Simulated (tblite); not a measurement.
Compound: C8H14FP.
Atom-mapped SMILES: `[CH2:1]=[CH:2][P:3]1[CH2:4][CH2:5][C@@H:6]([CH3:7])[C@@H:8]([F:9])[CH2:10]1` (hydrogens: H11, H12 on C1; H13 on C2; H14, H15 on C4; H16, H17 on C5; H18 on C6; H19, H20, H21 on C7; H22 on C8; H23, H24 on C10)

Computed with GFN2-xTB (tblite), gas phase: L-BFGS steps from a force-field or distance-geometry start until the largest atomic force falls under 0.01 eV/Å.

Step 9: E = -857.0453 eV
```
atom  x, y, z in Å  |  force x, y, z in eV/Å
C1      3.8813    0.7042   -0.2664   -0.017  -0.030   0.033
C2      2.9037   -0.1844   -0.3651   -0.020  -0.029   0.005
P3      1.5035   -0.2266    0.8153    0.066  -0.062   0.094
C4      0.4396   -1.5190    0.0029   -0.011   0.019  -0.023
C5     -1.0004   -1.3709    0.4857   -0.013   0.004   0.015
C6     -1.6507   -0.0684    0.0192   -0.085  -0.029  -0.035
C7     -3.1185   -0.0212    0.4524    0.012   0.000  -0.045
C8     -0.9085    1.1623    0.5445   -0.063   0.016   0.021
F9     -0.9826    1.2013    1.9257    0.014  -0.061  -0.018
C10     0.5545    1.2313    0.1403    0.011   0.035   0.009
H11     3.8603    1.4676    0.4950    0.003   0.015  -0.002
H12     4.7428    0.7175   -0.9192   -0.119  -0.043  -0.010
H13     2.9397   -0.9781   -1.1041    0.008   0.041   0.020
H14     0.4857   -1.4338   -1.0871    0.033   0.005  -0.028
H15     0.8191   -2.5025    0.2940    0.025   0.005  -0.041
H16    -1.6023   -2.2031    0.1066    0.053  -0.008   0.077
H17    -1.0192   -1.3982    1.5782   -0.020  -0.034  -0.015
H18    -1.6018   -0.0162   -1.0752    0.000  -0.011  -0.004
H19    -3.5946    0.8920    0.0998    0.019  -0.003   0.006
H20    -3.6650   -0.8696    0.0440    0.046   0.018   0.020
H21    -3.1924   -0.0506    1.5373    0.026   0.004  -0.024
H22    -1.4331    2.0631    0.1961   -0.020   0.090   0.036
H23     0.6392    1.2908   -0.9451   -0.006  -0.029  -0.071
H24     0.9881    2.1323    0.5758    0.058   0.086  -0.022
```

Step 10: E = -857.0479 eV
```
atom  x, y, z in Å  |  force x, y, z in eV/Å
C1      3.8794    0.7050   -0.2637   -0.055  -0.072   0.012
C2      2.9026   -0.1854   -0.3613   -0.039   0.012   0.026
P3      1.5019   -0.2260    0.8181    0.038  -0.066   0.093
C4      0.4392   -1.5185    0.0017    0.026   0.029  -0.016
C5     -0.9999   -1.3699    0.4854    0.000   0.000   0.002
C6     -1.6508   -0.0691    0.0160   -0.046   0.009  -0.009
C7     -3.1163   -0.0211    0.4509   -0.008   0.002  -0.035
C8     -0.9110    1.1622    0.5448    0.001   0.034   0.016
F9     -0.9770    1.1956    1.9276   -0.025  -0.051  -0.064
C10     0.5521    1.2317    0.1402    0.047   0.022  -0.001
H11     3.8608    1.4705    0.4962    0.001  -0.008  -0.011
H12     4.7364    0.7148   -0.9211   -0.082  -0.025  -0.016
H13     2.9303   -0.9788   -1.1011    0.044   0.053   0.022
H14     0.4891   -1.4312   -1.0881    0.015   0.011  -0.024
H15     0.8194   -2.5026    0.2898    0.022   0.007  -0.029
H16    -1.6011   -2.2032    0.1109    0.030  -0.031   0.054
H17    -1.0168   -1.3965    1.5779   -0.020  -0.019  -0.009
H18    -1.5999   -0.0151   -1.0789   -0.006  -0.019   0.024
H19    -3.5921    0.8916    0.0996    0.002   0.020  -0.008
H20    -3.6631   -0.8689    0.0454    0.017  -0.017  -0.003
H21    -3.1889   -0.0501    1.5353    0.030   0.006  -0.002
H22    -1.4350    2.0653    0.1974   -0.012   0.050   0.073
H23     0.6401    1.2861   -0.9451   -0.017  -0.022  -0.075
H24     0.9889    2.1333    0.5724    0.039   0.076  -0.021
```

Step 11: E = -857.0500 eV
```
atom  x, y, z in Å  |  force x, y, z in eV/Å
C1      3.8771    0.7046   -0.2612   -0.068  -0.075   0.001
C2      2.9005   -0.1861   -0.3576   -0.050   0.031   0.046
P3      1.5014   -0.2267    0.8222   -0.013  -0.035   0.062
C4      0.4393   -1.5176    0.0005    0.045   0.027  -0.004
C5     -0.9994   -1.3690    0.4852    0.014  -0.002  -0.009
C6     -1.6516   -0.0694    0.0134    0.013   0.039   0.013
C7     -3.1147   -0.0210    0.4493   -0.022   0.006  -0.014
C8     -0.9129    1.1625    0.5450    0.059   0.039  -0.004
F9     -0.9730    1.1900    1.9282   -0.051  -0.041  -0.073
C10     0.5512    1.2324    0.1400    0.064   0.009  -0.011
H11     3.8612    1.4724    0.4967   -0.002  -0.026  -0.013
H12     4.7296    0.7122   -0.9229   -0.047  -0.013  -0.026
H13     2.9234   -0.9784   -1.0981    0.063   0.047   0.014
H14     0.4922   -1.4289   -1.0893    0.002   0.020  -0.012
H15     0.8200   -2.5025    0.2857    0.016   0.009  -0.021
H16    -1.5996   -2.2039    0.1155    0.010  -0.047   0.027
H17    -1.0153   -1.3954    1.5774   -0.016  -0.002   0.000
H18    -1.5984   -0.0145   -1.0815   -0.011  -0.024   0.031
H19    -3.5901    0.8916    0.0992   -0.015   0.035  -0.019
H20    -3.6613   -0.8686    0.0464   -0.011  -0.043  -0.023
H21    -3.1854   -0.0496    1.5336    0.028   0.007   0.012
H22    -1.4368    2.0680    0.2000   -0.002   0.013   0.096
H23     0.6405    1.2819   -0.9465   -0.022  -0.018  -0.042
H24     0.9903    2.1355    0.5691    0.016   0.047  -0.031
```

Step 12: E = -857.0521 eV
```
atom  x, y, z in Å  |  force x, y, z in eV/Å
C1      3.8738    0.7032   -0.2586   -0.058  -0.048  -0.006
C2      2.8969   -0.1865   -0.3529   -0.049   0.027   0.058
P3      1.5005   -0.2280    0.8279   -0.066   0.014   0.016
C4      0.4401   -1.5163   -0.0008    0.042   0.017   0.008
C5     -0.9986   -1.3680    0.4847    0.023  -0.004  -0.016
C6     -1.6520   -0.0692    0.0109    0.065   0.049   0.026
C7     -3.1136   -0.0208    0.4474   -0.025   0.009   0.009
C8     -0.9137    1.1634    0.5448    0.095   0.028  -0.027
F9     -0.9698    1.1834    1.9276   -0.063  -0.028  -0.051
C10     0.5516    1.2333    0.1394    0.060  -0.003  -0.017
H11     3.8617    1.4738    0.4969   -0.003  -0.040  -0.009
H12     4.7216    0.7093   -0.9252   -0.019  -0.006  -0.036
H13     2.9172   -0.9769   -1.0945    0.069   0.030   0.003
H14     0.4955   -1.4260   -1.0909   -0.008   0.031   0.005
H15     0.8211   -2.5022    0.2812    0.010   0.012  -0.013
H16    -1.5979   -2.2054    0.1207   -0.003  -0.050  -0.001
H17    -1.0138   -1.3940    1.5768   -0.008   0.014   0.007
H18    -1.5969   -0.0143   -1.0835   -0.016  -0.026   0.024
H19    -3.5882    0.8923    0.0985   -0.029   0.035  -0.025
H20    -3.6596   -0.8692    0.0470   -0.028  -0.049  -0.034
H21    -3.1811   -0.0489    1.5319    0.019   0.008   0.016
H22    -1.4387    2.0711    0.2046    0.013  -0.016   0.100
H23     0.6405    1.2770   -0.9487   -0.018  -0.016   0.006
H24     0.9920    2.1387    0.5652   -0.003   0.010  -0.045
```

Problem. Estimate the geometry and energy of step 13. (The exact step hangs on the optimiser's Hessian estimate; all steps are aligned on step 12, rigid shifts and turns removed.)

Solution. E = -857.0542 eV, largest force 0.113 eV/Å
```
atom  x, y, z in Å  |  force x, y, z in eV/Å
C1      3.8697    0.7013   -0.2561   -0.029  -0.003  -0.011
C2      2.8919   -0.1867   -0.3470   -0.033   0.008   0.052
P3      1.4983   -0.2291    0.8343   -0.094   0.058  -0.023
C4      0.4417   -1.5146   -0.0022    0.017   0.002   0.017
C5     -0.9974   -1.3672    0.4840    0.020  -0.008  -0.013
C6     -1.6515   -0.0683    0.0088    0.083   0.032   0.025
C7     -3.1128   -0.0204    0.4455   -0.014   0.010   0.022
C8     -0.9127    1.1645    0.5441    0.089   0.002  -0.035
F9     -0.9676    1.1761    1.9262   -0.056  -0.014  -0.009
C10     0.5531    1.2341    0.1384    0.035  -0.008  -0.018
H11     3.8620    1.4742    0.4968   -0.004  -0.044   0.000
H12     4.7128    0.7062   -0.9281   -0.004  -0.003  -0.038
H13     2.9119   -0.9747   -1.0905    0.061   0.009  -0.003
H14     0.4986   -1.4222   -1.0923   -0.013   0.041   0.022
H15     0.8223   -2.5018    0.2763    0.009   0.012  -0.005
H16    -1.5962   -2.2077    0.1259   -0.006  -0.032  -0.025
H17    -1.0123   -1.3921    1.5762    0.002   0.026   0.009
H18    -1.5956   -0.0144   -1.0850   -0.017  -0.023   0.007
H19    -3.5868    0.8936    0.0972   -0.034   0.017  -0.024
H20    -3.6583   -0.8705    0.0471   -0.026  -0.029  -0.032
H21    -3.1763   -0.0480    1.5305    0.003   0.009   0.010
H22    -1.4405    2.0738    0.2113    0.030  -0.030   0.085
H23     0.6401    1.2716   -0.9511   -0.008  -0.013   0.042
H24     0.9936    2.1422    0.5603   -0.009  -0.018  -0.055
```

The energy changes by -0.0021 eV. The first-order estimate −F·Δx gives -0.0029 eV and the mean of the old and new forces, exact on a quadratic surface, -0.0021 eV. The step makes an angle of 67° with the force vector and moves no atom by more than 0.010 Å.
